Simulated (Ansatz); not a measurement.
Start from `BCS` and change one atom or group to get `BCSCF`.

Ansatz, PBE0-D4/def2-TZVP geometries, multiplicity 1. Each molecule was computed in one conformer, which needn't be the lowest.

| property | `BCS` |
| --- | --- |
| HOMO–LUMO gap (B3LYP/def2-TZVPP) / eV | 4.64 |
| LUMO energy (PBE0/def2-TZVPP) / eV | -1.68 |
| size of the dipole moment (ωB97M-V/def2-TZVPP) / D | 1.25 |
| HOMO energy (PBE/def2-TZVPP) / eV | -5.57 |
| HOMO energy (PBE0/def2-TZVPP) / eV | -6.81 |
| HOMO–LUMO gap (PBE0/def2-TZVPP) / eV | 5.13 |

(1) What does the change do to each property? (Best estimate.)

Answers

(1) Ansatz gave: 
```
                                          property  `BCSCF`  shift
             HOMO–LUMO gap (B3LYP/def2-TZVPP) / eV     4.84   0.20
                LUMO energy (PBE0/def2-TZVPP) / eV    -1.66   0.02
size of the dipole moment (ωB97M-V/def2-TZVPP) / D     1.66   0.41
                 HOMO energy (PBE/def2-TZVPP) / eV    -5.76  -0.19
                HOMO energy (PBE0/def2-TZVPP) / eV    -6.98  -0.17
              HOMO–LUMO gap (PBE0/def2-TZVPP) / eV     5.32   0.19
```

Dipoles are sizes alone; their direction can turn.

B3LYP here is the variant with VWN-RPA as its local correlation; programs differ in this.
